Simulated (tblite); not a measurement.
Species: CH7GeSi (doublet state).
Numbering: `[SiH2:1][CH2:2][GeH3:3]` (hydrogens: H4, H5 on Si1; H6, H7 on C2; H8, H9, H10 on Ge3)

Computed with GFN2-xTB (tblite), gas phase: L-BFGS steps from a force-field or distance-geometry start until the largest atomic force falls under 0.01 eV/Å.

Step 4: E = -252.5392 eV
```
atom  x, y, z in Å  |  force x, y, z in eV/Å
Si1     1.6762    0.4960    0.5235    0.024  -0.056  -0.077
C2      0.2762   -0.6796    0.0257   -0.006   0.081   0.037
Ge3    -1.4487    0.0927    0.5459    0.302  -0.204  -0.122
H4      2.9668   -0.0908    0.1574    0.067   0.018   0.046
H5      1.4815    1.7962   -0.1110    0.029   0.119   0.001
H6      0.3104   -0.8282   -1.0538   -0.010  -0.043  -0.013
H7      0.4090   -1.6507    0.4944   -0.011  -0.087   0.008
H8     -2.5509   -0.8223    0.1279   -0.192   0.042   0.025
H9     -1.6207    1.4111   -0.1251   -0.107   0.076   0.026
H10    -1.4910    0.2802    2.0213   -0.097   0.053   0.070
```

Step 5: E = -252.5436 eV
```
atom  x, y, z in Å  |  force x, y, z in eV/Å
Si1     1.6779    0.4956    0.5198    0.041   0.018  -0.061
C2      0.2753   -0.6768    0.0279    0.102  -0.132  -0.040
Ge3    -1.4432    0.0880    0.5432    0.142  -0.105  -0.059
H4      2.9701   -0.0906    0.1593    0.058   0.016   0.036
H5      1.4825    1.8009   -0.1106    0.036   0.062   0.018
H6      0.3107   -0.8310   -1.0524   -0.015  -0.016   0.010
H7      0.4083   -1.6541    0.4923   -0.013   0.020  -0.005
H8     -2.5541   -0.8172    0.1305   -0.183   0.014   0.011
H9     -1.6241    1.4084   -0.1211   -0.090   0.080   0.009
H10    -1.4944    0.2815    2.0174   -0.080   0.043   0.081
```

Step 6: E = -252.5469 eV
```
atom  x, y, z in Å  |  force x, y, z in eV/Å
Si1     1.6799    0.4956    0.5157    0.049   0.065  -0.044
C2      0.2769   -0.6772    0.0285    0.167  -0.216  -0.082
Ge3    -1.4367    0.0827    0.5403   -0.039   0.002   0.011
H4      2.9738   -0.0901    0.1615    0.052   0.015   0.027
H5      1.4840    1.8056   -0.1099    0.040   0.015   0.029
H6      0.3106   -0.8335   -1.0512   -0.010  -0.011  -0.012
H7      0.4076   -1.6567    0.4907    0.003   0.045   0.003
H8     -2.5601   -0.8128    0.1327   -0.141   0.010   0.007
H9     -1.6284    1.4076   -0.1177   -0.064   0.048   0.009
H10    -1.4986    0.2833    2.0156   -0.058   0.026   0.052
```

Task: Estimate the geometry and energy of step 7. (The exact step hangs on the optimiser's Hessian estimate; all steps are aligned on step 6, rigid shifts and turns removed.)

Result: E = -252.5497 eV, largest force 0.247 eV/Å
```
atom  x, y, z in Å  |  force x, y, z in eV/Å
Si1     1.6826    0.4967    0.5111    0.048   0.070  -0.025
C2      0.2812   -0.6802    0.0278    0.151  -0.176  -0.084
Ge3    -1.4318    0.0780    0.5379   -0.154   0.070   0.055
H4      2.9782   -0.0894    0.1639    0.046   0.019   0.019
H5      1.4860    1.8103   -0.1088    0.040  -0.013   0.029
H6      0.3104   -0.8363   -1.0506    0.003  -0.021  -0.058
H7      0.4071   -1.6590    0.4895    0.032   0.013   0.025
H8     -2.5678   -0.8084    0.1350   -0.092   0.012   0.007
H9     -1.6335    1.4074   -0.1142   -0.038   0.017   0.009
H10    -1.5035    0.2854    2.0145   -0.036   0.010   0.023
```

The energy changes by -0.0028 eV. The first-order estimate −F·Δx gives -0.0038 eV and the mean of the old and new forces, exact on a quadratic surface, -0.0028 eV. The step makes an angle of 55° with the force vector and moves no atom by more than 0.009 Å.

The cost below is that of the whole relaxation. Time: 0.26 s. Hardware: an Arm Neoverse N1 with one thread, no GPU (shared host).
